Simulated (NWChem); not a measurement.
Species: C2H6FGa; SMILES [CH3][Ga]([CH3])[F]

All runs: NWChem. Geometry: optimised at PBE0/def2-SVP. Ions are spin-unrestricted doublets at the neutral geometry; other ion states weren't tried.

### Question
What does the run give for PBE/def2-SVP? Quantities: vertical ionisation energy, ΔSCF (eV); −ε(HOMO) (eV).

### Answer
```yaml
vertical ionisation energy, ΔSCF (eV): 9.71
"−ε(HOMO) (eV)": 6.55
```
